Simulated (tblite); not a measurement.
Compound: C6H16NP.
Cartesian coordinates in Å at the GFN2-xTB level; atoms count from 1:
```xyz
24
C6H16NP angstrom
C     -2.867   -0.425   -1.193
C     -1.474    0.085   -0.852
P     -0.802   -0.694    0.699
C     -1.721    0.302    1.964
C      0.783    0.295    0.759
N      1.597    0.024   -0.405
C      2.683    0.973   -0.531
C      2.081   -1.339   -0.404
H     -2.858   -1.507   -1.306
H     -3.576   -0.171   -0.407
H     -3.219    0.015   -2.125
H     -1.478    1.173   -0.738
H     -0.772   -0.170   -1.649
H     -2.727   -0.098    2.071
H     -1.213    0.204    2.922
H     -1.775    1.354    1.686
H      0.532    1.361    0.772
H      1.307    0.055    1.705
H      3.227    0.765   -1.452
H      2.276    1.982   -0.589
H      3.390    0.927    0.313
H      1.225   -2.013   -0.356
H      2.628   -1.526   -1.327
H      2.743   -1.551    0.451
```

Level: GFN2-xTB in tblite, geometry and Hessian alike; calculated harmonic values, unscaled, isolated species. Errors from tens to a few hundred cm⁻¹ against measured bands are possible. One conformer, not necessarily the lowest.

Harmonic wavenumbers (cm⁻¹): 46.8, 58.1, 68.9, 145.6, 163.2, 186.3, 200.0, 226.0, 236.7, 250.5, 305.8, 318.5, 384.5, 391.1, 443.8, 666.5, 730.1, 736.6, 757.8, 840.1, 869.2, 893.4, 895.5, 1005.1, 1014.7, 1040.3, 1059.1, 1076.7, 1078.9, 1116.6, 1167.5, 1219.4, 1241.0, 1254.0, 1268.2, 1287.5, 1318.6, 1409.0, 1409.7, 1421.2, 1438.8, 1447.0, 1448.8, 1462.8, 1478.8, 1485.5, 1494.1, 1495.0, 1499.7, 1503.4, 2760.6, 2838.6, 2849.4, 2913.9, 2925.8, 2964.8, 2981.2, 2995.9, 3005.7, 3007.6, 3009.6, 3012.2, 3013.8, 3019.1, 3025.6, 3033.9.

A = 2529, B = 962.5, C = 856.2 MHz; mass 133.102 u (most abundant isotopes); point group C1, symmetry number 1.

Problem. Zero-point energy?

Solution. ½Σν̃ = 46157 cm⁻¹ = 552.16 kJ/mol.

Problem. Entropy at 298.15 K, 1 bar (ideal gas, RRHO, classical rotation)?

Solution. Translation 169.86, rotation 123.11, vibration 154.78: S = 447.7 J/(mol K).

Problem. And Cp and H(298.15 K) − H(0)?

Solution. Cp = 185.28 J/(mol K), of which vibrations give 152.02 (their classical limit is 66 R = 548.8); H(298.15 K) − H(0) = 33.92 kJ/mol without the zero-point energy, 24.01 from vibrations.

Problem. What must be added to the electronic energy to get the Gibbs energy at 298.15 K and 1 bar?

Solution. ZPE + [H(298.15 K) − H(0)] − T·S = 552.16 + 33.92 − 133.49 = 452.59 kJ/mol.

Problem. Which modes carry the vibrational entropy at 298.15 K?

Solution. 46.8 cm⁻¹: 20.70; 58.1 cm⁻¹: 18.91; 68.9 cm⁻¹: 17.51; 145.6 cm⁻¹: 11.42; 163.2 cm⁻¹: 10.51; 186.3 cm⁻¹: 9.47 J/(mol K); the other 60 give 66.25 together.

Problem. How do the functions run with temperature in this model?

Solution. 
```
T (K)  S (J/(mol K))  Cp (J/(mol K))  H − H(0) (kJ/mol)  G − H(0) (kJ/mol)  ln q(vib)
  150          346.1           119.3              11.46             -40.46       3.95
  250          417.2           162.8              25.55             -78.74       7.35
  400          509.0           234.0              55.29            -148.32      12.19
  600          620.1           315.5             110.63            -261.43      18.37
  900          765.1           399.3             218.80            -469.84      27.13
```

q(vib) and H(0) count from the zero-point level.

Hindered rotation and anharmonicity are outside this model. Other conformers, if any are populated, would add a mixing term that is left out. The structure is chiral; the term R ln 2 for an equal mix with its mirror image is left out.
